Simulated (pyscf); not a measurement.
## •H₂C–Cl, doublet

Gas-phase minimum from PySCF at ωB97X-D3(BJ)/def2-SVP, one conformer. 

```xyz
4

C      0.5641    -0.3568     0.3174
Cl     1.5753     0.7394    -0.4924
H      0.7952    -0.5968     1.3557
H     -0.2787    -0.7788    -0.2309
```
Charge 0, spin multiplicity 2.

Bonded distances (Å): C1–Cl2 1.697, C1–H3 1.090, C1–H4 1.090. Angles (°): Cl2–C1–H3 118.1, Cl2–C1–H4 118.1, H3–C1–H4 123.9.

Properties at ωB97X-D3(BJ)/def2-SVP:

```json
{
  "harmonic_wavenumbers_unscaled": "166, 883, 994, 1410, 3195, 3353 cm⁻¹",
  "zero_point_energy": "14.3 kcal/mol",
  "rotational_symmetry_number": "2",
  "Entropy of this conformer at 298 K and 1 atm, rigid rotor and harmonic oscillator, modes under 100 cm⁻¹ raised to 100": "249.0 J/(mol K)",
  "dipole_moment": "1.03 D",
  "Spin expectation value S2": "0.754"
}
```

Single-point totals, which compare only within one level (frozen core for MP2 and CC):

```csv
level,total energy (hartree)
ωB97X-D3(BJ)/def2-TZVP,-499.49510
PBE/def2-TZVP,-499.22769
r²SCAN/def2-TZVP,-499.41756
B3LYP-D3(BJ)/def2-TZVP,-499.49213
PBE0-D3(BJ)/def2-TZVP,-499.27191
M06-2X/def2-TZVP,-499.43006
ωB97M-D3(BJ)/def2-TZVP,-499.52692
UHF/def2-TZVPP,-498.50837
MP2/def2-TZVPP,-498.84540
CCSD/def2-TZVPP,-498.87731
CCSD(T)/def2-TZVPP,-498.89193
```

The CCSD(T) − MP2 part came from Ansatz, without density fitting, on the same reference.
